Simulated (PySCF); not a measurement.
C2H7O, SMILES C[OH+]C, charge +1. Atoms are numbered in the order given.

```xyz
10

C      0.0243     0.2526     1.2703
O     -0.1242    -0.5249     0.0000
C      0.0243     0.2526    -1.2703
H      1.0165     0.7178     1.2903
H     -0.7824     0.9905     1.2516
H     -0.1196    -0.4723     2.0772
H      0.4733    -1.3050     0.0000
H     -0.1196    -0.4723    -2.0772
H     -0.7824     0.9905    -1.2516
H      1.0165     0.7178    -1.2903
```
Charge +1, spin multiplicity 1.

Geometry optimised at PBE-D3(BJ)/def2-TZVP. The isomer is the one that the SMILES or the coordinates give; other isomers of the formula were not compared.

These are SMD-ωB97X/def2-SVP (PySCF) values and carry that method's errors.

Solvation free energies are E(SMD) − E(gas) at the gas-phase geometry, for 1 M in both phases.

Computed solvation free energies in water, acetonitrile, 1-octanol:
```csv
solvent,ΔG(solv) (kcal/mol),its non-electrostatic (CDS) part
water,-68.6,4.1
acetonitrile,-65.8,0.9
1-octanol,-64.1,1.5
```
